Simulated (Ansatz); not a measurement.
Input file for Ansatz (a quantum-chemistry and plane-wave program): U-CCSD(T)/cc-pV(T+d)Z on H2S2 (SMILES SS), a point of a bond scan (R = 6.630 Å). Files ending in .json are basis or fitting sets from the Basis Set Exchange.

Ansatz 0.2 input:
```yaml
crystal:
  periodic: [false, false, false]
  atoms:
    - {symbol: S, position_ang: [-0.91220280, 0.05376255, 0.49115994]}
    - {symbol: S, position_ang: [4.92577349, 0.06328585, -2.65141804]}
    - {symbol: H, position_ang: [-1.53586809, -0.88394706, -0.24893520]}
    - {symbol: H, position_ang: [5.55008486, -0.87752366, -1.91581537]}
basis:
  gaussian:
    orbitals: cc-pV_T+d_Z.json
correlation: {method: ccsd_t, electrons: outside_noble_gas}
scf: {omitted_lower_state_checks: [cluster_reference]}
magnetization: {spin_polarized: true, initial_magnetization: 0}
```

Problem. What total energy does the run end on?

Solution. -796.5781 hartree (reference determinant -796.2122, T1 diagnostic 0.011). Its determinant has ⟨S²⟩ = 1.03, a mixture of spin states.

Problem. How many basis functions does it have, and what does it roughly cost on one machine?

Solution. 106 functions; roughly 50 core-seconds.
